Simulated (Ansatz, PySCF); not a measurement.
Reaction (SMILES): BrB(Br)Br + 2 B (BH3) -> 3 BBr (BH2Br) [bromoborane]
Geometries: B3LYP-D3(BJ)/def2-TZVP minima from Ansatz (an electronic-structure program). Frequencies are from Ansatz or PySCF.
Geometry of the first species:
```
B
Br 1 1.9073
Br 1 1.9073 2 120.00
Br 1 1.9073 2 120.00 3 -180.00
```
Charge 0, spin multiplicity 1.

Quantity: bond separation energy (enthalpy at 298 K, with B3LYP-D3(BJ) rigid-rotor harmonic-oscillator terms), in eV. Cores are frozen in the correlated levels unless marked. Spin-orbit coupling is left out. Frozen are the shells of the preceding noble gas and the d and f shells that filled before the atom's block. No relativistic terms. CBS marks a two-point X^-3 extrapolation of the correlation energy; Hartree-Fock from the larger set.

```
level                                        program  bond separation energy (eV)
------------------------------------  --------------  ---------------------------
PBE/def2-TZVPD                                Ansatz                        -0.48
BHLYP/def2-TZVPD                              Ansatz                        -0.51
B2GP-PLYP-D3(BJ)/def2-TZVPD           Ansatz + dftd3                        -0.34
B2GP-PLYP-D4/def2-TZVPD               Ansatz + dftd4                        -0.38
B2PLYP-D4/def2-TZVPD                  Ansatz + dftd4                        -0.39
RPA@PBE/cc-pVQZ                               Ansatz                        -0.43
MP2/aug-cc-pVDZ                               Ansatz                        -0.33
CCSD(T)/STO-3G                                Ansatz                        -0.27
CCSD(T)/cc-pVTZ                               Ansatz                        -0.44
CCSD(T)/CBS(aug-cc-pVTZ,aug-cc-pVQZ)          Ansatz                        -0.41
```
